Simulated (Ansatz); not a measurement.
Cost and result for the atomization energy of C2H8BNSi, SMILES `C=CB(N)[SiH3]` (13 atoms, 12 bonds).

```xyz
13

C    -1.106    1.804    0.885
C    -0.235    1.286    0.018
B     0.280   -0.184    0.092
N     0.623   -0.728    1.326
Si    0.427   -1.335   -1.569
H    -1.495    2.813    0.788
H    -1.490    1.224    1.721
H     0.065    1.913   -0.821
H     0.921   -1.680    1.455
H     0.608   -0.187    2.177
H    -0.896   -1.515   -2.233
H     1.336   -0.716   -2.577
H     0.962   -2.696   -1.262
```

The species carries charge 0 and has multiplicity 1. The structure was optimised at the PBE0-D4/def2-TZVP level. It is one conformer, not always the lowest. Program: Ansatz. All runs use 4 threads of an Intel Xeon Platinum 8375C on a shared host. Times are those of one run each, without the atoms' runs, and a repeat can differ threefold. Electronic energies, without spin–orbit coupling; frozen cores. CCSD(T)/CBS adds CCSD(T) − MP2 in def2-TZVPP to the MP2 limit, and its time is that of the two runs behind it. T1 = 0.013. B3LYP takes the VWN-RPA correlation (the form of Gaussian; ORCA's B3LYP/G).

CCSD(T)/CBS is a level of theory with its own doubt, some kJ/mol a heavy atom from the limit and from the frozen cores, so smaller differences don't rank the functionals.

| level | functions | wall time |
| --- | --- | --- |
| PBE-D4/def2-TZVPP (with forces) | 278 | 3 s |
| PBE0-D4/def2-TZVPP | 278 | 3.5 s |
| r2SCAN-D4/def2-TZVPP (with forces) | 278 | 4.2 s |
| B2PLYP/def2-TZVPP | 278 | 5.5 s |
| B3LYP-D4/def2-TZVPP (with forces) | 278 | 7 s |
| ωB97X-V/def2-TZVPP | 278 | 11 s |
| ωB97M-V/def2-TZVPP (with forces) | 278 | 13 s |
| MP2/def2-QZVPP | 538 | 45 s |
| CCSD(T)/def2-TZVPP | 278 | 2.3 min |
| CCSD(T)/CBS(def2) | – | 3.1 min |

(1) What atomization energy does each give, and how far from CCSD(T)/CBS? (Estimate.)

Answers

(1) Computed: 
```json
{"level": "PBE-D4/def2-TZVPP (with forces)", "atomization (kJ/mol)": "4943.7", "difference from CCSD(T)/CBS": "96.9", "per bond": "8.1"}
{"level": "PBE0-D4/def2-TZVPP", "atomization (kJ/mol)": "4875.3", "difference from CCSD(T)/CBS": "28.5", "per bond": "2.4"}
{"level": "r2SCAN-D4/def2-TZVPP (with forces)", "atomization (kJ/mol)": "4868.3", "difference from CCSD(T)/CBS": "21.5", "per bond": "1.8"}
{"level": "B2PLYP/def2-TZVPP", "atomization (kJ/mol)": "4818.8", "difference from CCSD(T)/CBS": "-28.0", "per bond": "-2.3"}
{"level": "B3LYP-D4/def2-TZVPP (with forces)", "atomization (kJ/mol)": "4884.1", "difference from CCSD(T)/CBS": "37.3", "per bond": "3.1"}
{"level": "ωB97X-V/def2-TZVPP", "atomization (kJ/mol)": "4873.7", "difference from CCSD(T)/CBS": "26.9", "per bond": "2.2"}
{"level": "ωB97M-V/def2-TZVPP (with forces)", "atomization (kJ/mol)": "4876.1", "difference from CCSD(T)/CBS": "29.3", "per bond": "2.4"}
{"level": "MP2/def2-QZVPP", "atomization (kJ/mol)": "4840.7", "difference from CCSD(T)/CBS": "-6.1", "per bond": "-0.5"}
{"level": "CCSD(T)/def2-TZVPP", "atomization (kJ/mol)": "4729.7", "difference from CCSD(T)/CBS": "-117.1", "per bond": "-9.8"}
{"level": "CCSD(T)/CBS(def2)", "atomization (kJ/mol)": "4846.8", "difference from CCSD(T)/CBS": "0.0", "per bond": "0.0"}
```

From PBE to PBE0 (25 % exact exchange), in def2-TZVPP and without D4, the atomization energy moves by −64.6 kJ/mol: exact exchange takes away binding that semilocal exchange gives to molecules. The D4 term adds +41.1 kJ/mol with B3LYP and +21.8 kJ/mol with PBE0; it sums over pairs of atoms, weighted by their polarisabilities, and B3LYP, whose exchange is more repulsive, gets the larger term. In def2-TZVPP, CCSD(T) changes the Hartree–Fock value by +1106.4 kJ/mol (the triples alone add +64.4 kJ/mol) and MP2 by +1148.2 kJ/mol; breaking electron pairs costs correlation energy, which Hartree–Fock lacks.
